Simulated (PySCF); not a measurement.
H3NSZn (SMILES [NH2][Zn][SH]), singlet, at a GFN2-xTB geometry (such geometries of metal compounds can be far from the true shape). Base run: PySCF with CASSCF(4,5)/STO-3G.

The PySCF input:
```python
from pyscf import gto, scf, mcscf
import numpy

mol = gto.M(
    atom='''
Zn   -0.14342100    0.08704527   -0.39540710
N    -0.17542250    1.67194577   -1.34182713
H    -1.08555098    2.05340967   -1.56452657
H     0.35542999    1.70548826   -2.20225498
S     0.39242541   -0.99210269    1.49202678
H    -0.01809800   -2.20023359    1.14935591
''',
    basis='sto-3g',
    verbose=4,
)

mf = scf.RHF(mol)
mf.kernel()
mc = mcscf.CASSCF(mf, 5, 4)
mc.fix_spin_(ss=0.0)
mc.kernel()
occ = numpy.linalg.eigvalsh(mc.fcisolver.make_rdm1(mc.ci, mc.ncas, mc.nelecas))[::-1]
ss = mc.fcisolver.spin_square(mc.ci, mc.ncas, mc.nelecas)[0]
print('natural occupations', occ.round(4), ' <S^2>', round(ss, 4))
```

The base run was repeated with changes; each row names its change, and settings that it needs were set with it.

```csv
change,ΔE vs base (mEh),natural occupations,<S^2> of the state
base,0.000,1.44 1.02 0.98 0.56 0.00,0.00
conv_tol = 1e-5,0.052,1.44 1.01 0.99 0.56 0.00,0.00
state_average = 2 states,2.365,-,-
"active space = 8 electrons, 8 orbitals",44.409,1.98 1.98 1.97 1.63 0.36 0.04 0.03 0.02,0.00
"active space = 10 electrons, 9 orbitals",-38.027,1.99 1.97 1.97 1.44 1.01 1.00 0.56 0.03 0.03,0.00
correction = SC-NEVPT2,-95.821,1.44 1.02 0.98 0.56 0.00,0.00
"active space = 2 electrons, 4 orbitals",81.126,1.37 0.62 0.00 0.00,0.00
start = MP2 natural orbitals,0.000,1.44 1.02 0.98 0.56 0.00,0.00
orbitals = fixed (CASCI); correction = SC-NEVPT2,-22.361,1.99 1.78 0.21 0.02 0.01,0.00
fix_spin_ = off,0.003,1.44 1.02 0.98 0.56 0.00,0.00
solver = newton,0.049,1.44 1.00 1.00 0.56 0.00,0.00
```

Active orbitals are taken around the Fermi level unless the row says otherwise; CASSCF can end in different local minima, and two programs can end on different orbitals. State-averaged rows give the lowest state.
